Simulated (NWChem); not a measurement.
# PbHCl, singlet; SMILES [Cl][PbH]

Program: NWChem. Medium grid unless said otherwise, to which SCAN and Minnesota functionals are sensitive. Low-valent species are run as closed-shell singlets; no triplet was tried in these runs. All runs use the structure optimised with PBE0/def2-SVP. def2 effective core potentials on Pb; no spin-orbit coupling.

For level LDA (Slater exchange, PW92)/def2-SVP:

| Item | Result |
|---|---|
| highest occupied level (eV) | -5.95 |
| orbital gap (eV) | 2.09 |
| dipole (D) | 3.10 |

Question: Estimate the same quantities for level r2SCAN/def2-SVP.

Answer: The highest occupied level (eV) comes out as -6.15 and the orbital gap (eV) is 2.66. The dipole (D) is 3.64.
